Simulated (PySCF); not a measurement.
**Electron correlation in P²⁺ (phosphorus, charge +2)**

[Ne] 3s2 3p1, 2P determinant. Calculation: PySCF 2.14, in x2c-TZVPPall with one added diffuse shell each of s, p, d type (6s6p4d1f, 51 functions); scalar relativity by spin-free X2C-1e. Frozen: [Ne]; 3 electrons correlated.

```json
{"level": "CCSD", "correlation energy (mhartree)": "-64.59"}
{"level": "(T)", "correlation energy (mhartree)": "-1.04"}
{"level": "CCSD(T)", "correlation energy (mhartree)": "-65.63"}
{"level": "CCSDT", "correlation energy (mhartree)": "-66.02"}
```

Diagnostics: T1 = 0.012, D1 = 0.0271, largest double amplitude 0.108.

Cost of the coupled-cluster step: of the order of 0.6 core-seconds, for 3 correlated electrons.
